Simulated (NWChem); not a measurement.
System meant: CrNH₂SOF; SMILES [NH]=[Cr]([OH])([F])=[S]

Here is an NWChem input.

```
start job
memory heap 200 mb stack 900 mb global 1100 mb
geometry units angstroms noautoz
  Cr    -0.008722     0.216326     0.037737
  N      0.051334     0.879659    -1.393995
  H      0.175400     0.695621    -2.394085
  S      0.191641    -1.730299    -0.181387
  F      1.266107     0.850125     0.979987
  O     -1.536000     0.567730     0.756125
  H     -2.034330     1.287986     0.346242
end
basis spherical
  * library def2-svp
end
dft
  xc xpbe96 cpbe96
  iterations 4
  mulliken
end
task dft energy
```

End of the output:

```
    Atom       Charge   Shell Charges
 -----------   ------   -------------------------------------------------------
    1 Cr  24    25.56   2.00  2.00  1.90  0.28  0.09  5.99  5.85  1.15  4.37  1.89  0.02
    2 N    7     6.10   1.97  0.77  0.50  1.58  1.24  0.04
    3 H    1     0.89   0.57  0.22  0.10
    4 S   16    15.35   2.00  1.96  1.00  0.71  5.79  1.69  2.16  0.05
    5 F    9     9.22   1.98  1.03  0.76  3.30  2.16  0.01
    6 O    8     7.98   1.97  0.89  0.60  2.61  1.88  0.02
    7 H    1     0.90   0.56  0.16  0.18

 center of mass
 --------------
 x =   0.05024238 y =   0.00311326 z =   0.03459416

 moments of inertia (a.u.)
 ------------------
         683.168164743072           0.000000000000          -0.000000000000
           0.000000000000         468.835283639829           0.000000000000
          -0.000000000000           0.000000000000         739.148888806267

     Multipole analysis of the density
     ---------------------------------

     L   x y z        total         alpha         beta         nuclear
     -   - - -        -----         -----         ----         -------
     0   0 0 0     -0.000000    -33.000000    -33.000000     66.000000

     1   1 0 0     -1.558074     -0.779037     -0.779037      0.000000
     1   0 1 0     -0.871069     -0.435534     -0.435534     -0.000000
     1   0 0 1     -3.692805     -1.846402     -1.846402      0.000000

     2   2 0 0    -32.030986    -82.945673    -82.945673    133.860359
     2   1 1 0     -4.436144      1.610615      1.610615     -7.657374
     2   1 0 1      1.146497      1.269549      1.269549     -1.392600
     2   0 2 0    -25.384532   -133.093995   -133.093995    240.803457
     2   0 1 1     -4.010938     -1.675882     -1.675882     -0.659175
     2   0 0 2    -21.062376    -67.617083    -67.617083    114.171790

 ------------------------------------------------------------------------
 dft energy failed                                                                                  0
 ------------------------------------------------------------------------
 ------------------------------------------------------------------------
  current input line :
    20: task dft energy
 ------------------------------------------------------------------------
 ------------------------------------------------------------------------
 This type of error is most commonly associated with calculations not reaching convergence criteria
 ------------------------------------------------------------------------
 For more information see the NWChem manual at https://nwchemgit.github.io

0:dft energy failed:Received an Error in Communication
```

Problem. Can this run be used? If not, why, and what is the fix?

Solution. The run did not converge; its last values are not results. Cause: the SCF was allowed too few iterations. This input runs:
```
start job
memory heap 200 mb stack 900 mb global 1100 mb
geometry units angstroms noautoz
  Cr    -0.008722     0.216326     0.037737
  N      0.051334     0.879659    -1.393995
  H      0.175400     0.695621    -2.394085
  S      0.191641    -1.730299    -0.181387
  F      1.266107     0.850125     0.979987
  O     -1.536000     0.567730     0.756125
  H     -2.034330     1.287986     0.346242
end
basis spherical
  * library def2-svp
end
dft
  xc xpbe96 cpbe96
  iterations 150
  mulliken
end
task dft energy
```
It converges to -1672.71944 Ha (PBE/def2-SVP).
